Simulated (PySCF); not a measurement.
Structure revision by computed shifts

A compound C5H14OP2Si gives the data below (simulated from a calculation) and was assigned the structure `C[Si@H]1CC[P@](=O)(P)CC1`.

¹³C{¹H} NMR (computed): δ 46.1 (CH2), 38.2 (CH2), 34.1 (CH2), 26.1 (CH2), 19.1 (CH).

¹H NMR (600 MHz, computed): δ 3.75 (d, 3H), 2.36 (m, 1H), 2.23 (m, 2H), 2.13 (m, 1H), 2.08 (m, 1H), 1.97 (m, 1H), 1.94 (m, 1H), 1.76 (m, 1H), 1.21 (m, 1H), 1.11 (m, 1H), 0.91 (m, 1H).

PySCF calculation with GFN2-xTB geometry and shielding tensors at PBE0/pcSseg-1 (GIAO); non-relativistic Hamiltonian, fast rotation and ring inversion assumed for equivalent nuclei, no solvent, a single conformation.

Scale: ¹H (σ = 31.72 ppm) and ¹³C (σ = 186.93 ppm) vs TMS (reference shieldings calculated alike).

Task: Compare with the shifts computed for the proposed structure, pairing carbons in order of shift.

Result: Numbering as in the mapped SMILES `[CH3:1][Si@H:2]1[CH2:3][CH2:4][P@:5](=[O:6])([PH2:7])[CH2:8][CH2:9]1`. Hydrogens are named by the atom that carries them.

| atom | computed for proposal | given list | difference |
| --- | --- | --- | --- |
| C4 | 33.4 | 46.1 | -12.7 |
| C8 | 33.4 | 38.2 | -4.8 |
| C3 | 7.6 | 34.1 | -26.5 |
| C9 | 7.6 | 26.1 | -18.5 |
| C1 | -4.5 | 19.1 | -23.6 |

The rms difference is 18.9 ppm and the largest -26.5 ppm at C3 (sp3 CH2 bonded to Si). The proposal also would give 3 carbon signals, not 5. The carbon types in order of shift don't match either: CH2, CH2, CH2, CH2, CH3 for the proposal against CH2, CH2, CH2, CH2, CH in the data. The proposal doesn't fit.

Task: Which isomer fits?

Result: `O=[P@@]1(P)CCC[C@H]([SiH3])C1`.

- δC 34.1, 26.1: sp3 CH2 in a ring; saturated and bonded to C and H only.
- δH 3.75: hydrogen on a silicon bonded to C.
- δH 2.36, 1.97, 1.76, 0.91: hydrogen on an sp3 CH2 in a ring.
- δH 2.13, 2.08, 1.21, 1.11: hydrogen on an sp3 CH2 bonded to P.

The shifts were computed for this structure.

Splittings by ³¹P in the carbon and heteronuclear signals aren't shown, as no couplings were computed. Shifts are as computed. Against solution values, carbons near 30 ppm lie about +3 ppm off and those near 130 ppm about +5 ppm. Of 1211 compounds with measured shifts, 218 miss one by over three times the rms of a fit or turn the order of signals round; such compounds aren't used in these exercises. No couplings were computed; multiplicities are counted from neighbouring protons, with m where these are inequivalent, close in shift, in a saturated or five-membered ring or joined by F or P, and br s for small geminal =CH2 splittings.
